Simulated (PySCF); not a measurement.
SbHCl2, SMILES [Cl][SbH][Cl].

The structure is a stationary point at B3LYP-D3(BJ)/def2-TZVP. The def2 effective core potentials stand for the cores of Sb; spin–orbit coupling is left out.

Method: TDDFT-PBE0/def2-SVPD (PySCF).

Vertical excitations. Isolated molecule, no solvent. State labels are in the subgroup Cs.

Computed excitation energies, oscillator strengths and character:
| state | symmetry | energy (eV) | λ (nm) | f | main pairs |
|---|---|---|---|---|---|
| S1 | A' | 4.72 | 262 | 0.031 | HOMO→LUMO 97 % |
| S2 | A" | 4.81 | 258 | 0.027 | HOMO→LUMO+1 95 % |
| S3 | A" | 5.67 | 219 | 0.008 | HOMO−1→LUMO 72 %, HOMO−2→LUMO+1 26 % |
| S4 | A' | 5.72 | 217 | 0.010 | HOMO−1→LUMO+1 88 % |
| S5 | A" | 5.80 | 214 | 0.002 | HOMO−3→LUMO 96 % |
| S6 | A' | 5.89 | 211 | 0.016 | HOMO−2→LUMO 65 %, HOMO−3→LUMO+1 24 % |
| S7 | A' | 5.99 | 207 | 0.004 | HOMO−3→LUMO+1 74 %, HOMO−2→LUMO 23 % |
| S8 | A" | 6.43 | 193 | 0.117 | HOMO−2→LUMO+1 64 %, HOMO−1→LUMO 20 % |
| S9 | A' | 6.57 | 189 | 0.078 | HOMO→LUMO+2 85 % |
| S10 | A' | 6.87 | 180 | 0.062 | HOMO−4→LUMO 79 % |
| T1 | A' | 3.96 | 313 | 0 | HOMO→LUMO 96 % |
| T2 | A" | 4.01 | 309 | 0 | HOMO→LUMO+1 96 % |
| T3 | A" | 5.16 | 240 | 0 | HOMO−1→LUMO 86 % |
| T4 | A' | 5.31 | 234 | 0 | HOMO−2→LUMO 56 %, HOMO−1→LUMO+1 31 %, HOMO−3→LUMO+1 10 % |
Triplets are in the Tamm–Dancoff approximation, which puts them higher than full response would, so one can lie above its singlet here.
